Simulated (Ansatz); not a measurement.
`C[SiH2]C1C=N1` + H–F → `C[SiH2]F` + `C1=NC1` at 298.15 K and 1 bar (ligand exchange at the Si–C bond).

Gas-phase electronic energies from Ansatz, PBE0-D4/def2-TZVP geometries. CBS: MP2 limit from def2 TZ/QZ plus the TZ coupled-cluster correction, frozen cores. This one scheme is used for every species. Each species was taken in one conformer, which may not be the lowest.

| species | CCSD(T)/CBS energy (Eh) | H − E (kJ/mol) | S (J/(mol·K)) |
| --- | --- | --- | --- |
| `C[SiH2]C1C=N1` | -462.07352 | 254.8 | 343.3 |
| H–F | -100.39570 | 33.5 | 173.6 |
| `C[SiH2]F` | -430.00374 | 162.8 | 286.2 |
| `C1=NC1` | -132.51911 | 129.6 | 245.4 |

H − E and S are ideal-gas, rigid-rotor, harmonic terms from PBE0-D4/def2-TZVP, for one conformer and one mirror image of each species. 1 Eh = 2625.50 kJ/mol, R = 8.31446 J/(mol·K).

Question: By hand: ΔE, ΔH, ΔS and ΔG.

Answer: ΔE = (-430.00374) + (-132.51911) − (-462.07352) − (-100.39570) = -0.05363 Eh = -140.8 kJ/mol. Δ(H − E) = 162.8 + 129.6 − 254.8 − 33.5 = 4.1, so ΔH = -136.7 kJ/mol. ΔS = 286.2 + 245.4 − 343.3 − 173.6 = 14.7 J/(mol·K). ΔG = -136.7 − 298.15 × (14.7)/1000 = -141.1 kJ/mol.

Question: By hand: the equilibrium constant, and the temperature at which ΔG would vanish if ΔH and ΔS stayed fixed.

Answer: log₁₀ K = −ΔG/(RT ln 10) = 24.7. ΔH and −TΔS have one sign here, so there is no such temperature.

The number of gas molecules stays the same, so ΔS is small and ΔH decides. A doubt of 5 kJ/mol in ΔE shifts log₁₀ K by 0.9 here. Other conformers and mirror images would add mixing entropy, several J/(mol·K) or more a flexible species. Modes under 60 cm⁻¹, often nearly free rotors, make the harmonic entropy too high. These are equilibria of isolated gas molecules and say nothing of rates. Largest T1 diagnostic: 0.012 (customary marks: 0.02 for closed shells, 0.045 for open ones).
